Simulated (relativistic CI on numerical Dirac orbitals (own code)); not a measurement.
Ti3+ in a cubic cluster: 2p photoemission with charge transfer

Computed with a charge-transfer multiplet model of a cubic metal-ligand cluster with up to 2 ligand holes, Slater and spin-orbit integrals from Dirac-Coulomb-Breit ions, Slater integrals scaled by 0.7. The ground state mixes d1 with configurations of k ligand holes L, whose averages lie at kΔ + k(k − 1)U_dd/2; a core hole lowers each added d electron by U_cd. 300 K, Lorentzian 0.6 eV and Gaussian 0.8 eV FWHM.

Atomic integrals in eV (Slater integrals scaled, ζ unscaled), ground: F2dd 5.756, F4dd 3.579, zeta_d 0.017; with the core hole: F2dd 5.756, F4dd 3.579, zeta_d 0.032, zeta_core 3.741, F2cd 4.433, G1cd 3.312, G3cd 1.881. Where a configuration has fewer than two d electrons, the dd integrals are those of d2.

Cluster parameters (eV): Δ = 3.8, U_dd = 5.1, U_cd = 6.1, 10Dq(ligand) = 0.1, V(eg) = 2.5, V(t2g) = -1.21, final-state hopping factor = 0.9.

| Case | n_d | d1 | d2L | d3L2 | S |
| --- | --- | --- | --- | --- | --- |
| 10Dq = 0.65 eV | 1.57 | 0.50 | 0.43 | 0.07 | 0.50 |
| 10Dq = 0.95 eV | 1.57 | 0.50 | 0.43 | 0.07 | 0.50 |
| 10Dq = 1.25 eV | 1.56 | 0.51 | 0.42 | 0.07 | 0.50 |

Weights, n_d and S are thermal averages at 300 K. Binding energies count from the first peak over 30 % of the highest in each spectrum, which can be another peak from case to case. The parameters are a model scan and need not match a compound or its usual spin state. Peaks in eV (height, largest 100):
- 10Dq = 0.65 eV: 0.0 (100), 2.4 (12), 6.1 (39), 9.7 (16), 15.8 (7)
- 10Dq = 0.95 eV: 0.0 (100), 2.6 (12), 6.1 (39), 9.6 (17), 15.8 (7)
- 10Dq = 1.25 eV: 0.0 (100), 2.9 (12), 6.1 (40), 9.7 (17), 15.8 (7)

Curve for 10Dq = 0.65 eV (points under 2 left out, the grid thinned):

```tsv
E (eV)	Intensity
-3.2	2.1
-2.8	2.7
-2.3	4.1
-1.8	7.2
-1.4	13.7
-1.0	30.7
-0.5	71.6
0.0	100.0
0.4	86.5
0.8	55.1
1.3	26.0
1.8	13.7
2.2	11.9
2.6	11.8
3.1	10.2
3.6	9.5
4.0	10.8
4.4	13.3
4.9	19.2
5.4	29.8
5.8	37.1
6.2	38.6
6.7	33.6
7.2	21.0
7.6	13.2
8.0	10.8
8.5	11.3
9.0	13.6
9.4	15.8
9.8	16.4
10.3	13.5
10.8	9.0
11.2	6.1
11.6	4.4
12.1	3.3
12.6	2.5
14.1	2.1
14.5	2.8
15.0	4.5
15.5	6.6
15.9	7.1
16.3	5.7
16.8	3.5
17.3	2.6
17.7	2.1
```

For the case 10Dq = 0.65 eV, Δ = 3.8 eV is smaller than U_dd = 5.1 eV, the charge-transfer side of the Zaanen-Sawatzky-Allen scheme. With the core hole the average of the configuration with one ligand hole lies at Δ − U_cd = -2.3 eV before mixing: the effective hopping of about 4.9 eV (from the holes of the mixed ground state) is comparable with this gap or larger, so the configurations mix strongly.
